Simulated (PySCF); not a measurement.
C₅H₈FNSi.
SMILES: `N=C1C[SiH](/C=C/F)C1`

Computed with TDDFT wB97X-D/def2-SVPD, vertical, gas phase, core orbitals frozen in the response (PySCF). Isolated species at its GFN2-xTB geometry (one conformer only). Torsions of this conformer, `[NH:1]=[C:2]1[CH2:3][SiH:4](/[CH:5]=[CH:6]/[F:7])[CH2:8]1`: C3–Si4–C5–C6 -138°.

**Question.** Predict the UV-vis stick spectrum at this level.

**Answer.** 

```
state  E (eV)  λ (nm)  ν̃ (cm⁻¹)       f   main configurations (H = HOMO, L = LUMO)
   S1    5.05   245.4      40750  0.0025                                H→L+1 (87%)
   S2    6.74   184.1      54330   0.230      H→L (40%), H-1→L+1 (32%), H-1→L (11%)
   S3    6.76   183.5      54510   0.241    H-1→L+1 (37%), H→L (33%), H-3→L+1 (12%)
   S4    7.07   175.5      56990   0.029                   H→L+3 (52%), H→L+2 (24%)
   S5    7.19   172.5      57980   0.150      H-1→L (57%), H-2→L+1 (15%), H→L (12%)
   S6    7.50   165.3      60500   0.035  H-1→L+3 (19%), H-2→L+1 (18%), H→L+2 (11%)
   S7    7.56   164.0      60960   0.024  H-4→L+1 (26%), H-2→L+1 (23%), H→L+2 (12%)
   S8    7.72   160.7      62240  0.0004                   H-4→L (43%), H-5→L (28%)
```

Triplets, Tamm–Dancoff:

```tsv
state	E (eV)	λ (nm)	main configurations (H = HOMO, L = LUMO)
T1	4.45	278.7	H→L+1 (82%)
T2	4.46	277.9	H-1→L (54%), H-3→L (20%), H→L (17%)
T3	5.19	238.7	H-2→L+1 (79%)
```

The lowest singlet lies at 5.05 eV (245 nm, ultraviolet) and is very weak; its leading configuration is HOMO→LUMO+1 (87%). The most intense listed level is S3 at 6.76 eV (183 nm, f = 0.241), 1.71 eV above S1. Löwdin shares by element: HOMO nitrogen 49%, carbon 30% or more (atoms not listed hold the other 22%); LUMO carbon 58% or more, silicon 13%, fluorine 8% (atoms not listed hold the other 22%). Of the 8 states listed, 6 reach f = 0.01 and 1 stays under 0.0005. Weighted by f, the mean energy of these states is 6.91 eV. Orbital energies (eV): HOMO-3 -10.89, HOMO-2 -10.41, HOMO-1 -9.82, HOMO -8.97, LUMO 1.15, LUMO+1 1.49, LUMO+2 2.23. Singlets were solved by full linear response, triplets in the Tamm–Dancoff approximation.

Time: 66 s of wall time (with the writing of density and orbital grids); peak memory 0.99 GiB. Hardware: Arm Neoverse V2, one thread (shared host).
